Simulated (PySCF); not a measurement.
**TiO2: adding exact exchange**

Base calculation in PySCF with density fitting and no spin–orbit coupling, PBE/def2-TZVP (no relativity): singlet, C2v, Ti–O 1.650 Å (×2); O–Ti–O 110.6°; wavenumbers 346, 955, 992 cm⁻¹; dipole moment 6.49 D, gap between the highest occupied and lowest empty levels 2.21 eV, polar-tensor charge of Ti 1.64 e, atomisation energy (no zero-point energy) 1455 kJ/mol.

Q: What changes on going to PBE0/def2-TZVP (no relativity)?

A: The point group stays the same. Changes: mean bond to Ti -0.022 Å, smallest bond angle +1.2 degrees, highest wavenumber +68 cm⁻¹, lowest wavenumber +7 cm⁻¹, dipole moment +0.33 D, gap between the highest occupied and lowest empty levels +2.28 eV, polar-tensor charge of Ti +0.24 e, atomisation energy (no zero-point energy) -218 kJ/mol. The new structure has Ti–O 1.628 Å (×2); O–Ti–O 111.8°, with wavenumbers 353, 1010, 1060 cm⁻¹. Exact exchange shortens and stiffens the bonds and opens the gap, the usual pattern.

Only the bonding shown was studied: isomers, or loss of a ligand pair, can lie lower.
